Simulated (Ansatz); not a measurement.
H₈OSSi₃, SMILES `[SiH3][SiH2]O[SiH2]S`, relaxed with RKS PBE-D4/def2-SVP in Ansatz from a rough embedded geometry. The force threshold is 0.03 eV/Å; the program also tests the step.

Charge 0, multiplicity 1.

Start:

```xyz
13

Si    2.127   -0.761   -0.824
Si    0.284    0.560   -1.234
O    -0.589    0.734    0.137
Si   -1.581   -0.187    1.194
S    -1.981    0.984    2.897
H     1.753   -2.090   -0.430
H     2.925   -0.884   -2.125
H     2.997   -0.114    0.170
H     0.649    1.885   -1.738
H    -0.587   -0.076   -2.290
H    -2.765   -0.655    0.495
H    -0.742   -1.397    1.581
H    -2.491    2.001    2.167
```

(1) By how much does the energy fall, and how many steps does the optimiser take? (Best estimate.)

(2) Which bonds change most? (Estimate.)

(3) Give the relaxed structure. (An estimate is asked.)

## Answers

(1) The calculation gave: 32.57 kJ/mol, in 31 steps, 2 of them rejected.

(2) Ansatz gave: Si1–H6 from 1.435 to 1.507 Å; Si2–O3 from 1.634 to 1.693 Å; Si1–Si2 from 2.304 to 2.359 Å; Si4–S5 from 2.105 to 2.160 Å.

(3) Ansatz gave: 
```xyz
13

Si    2.001   -0.617   -0.648
Si    0.030    0.443   -1.394
O    -1.316   -0.116   -0.535
Si   -1.604   -0.390    1.091
S    -0.745    1.155    2.331
H     1.900   -2.108   -0.846
H     3.184   -0.106   -1.430
H     2.224   -0.340    0.815
H     0.154    1.938   -1.248
H    -0.224    0.129   -2.842
H    -3.090   -0.471    1.255
H    -0.920   -1.642    1.563
H    -1.594    2.126    1.887
```
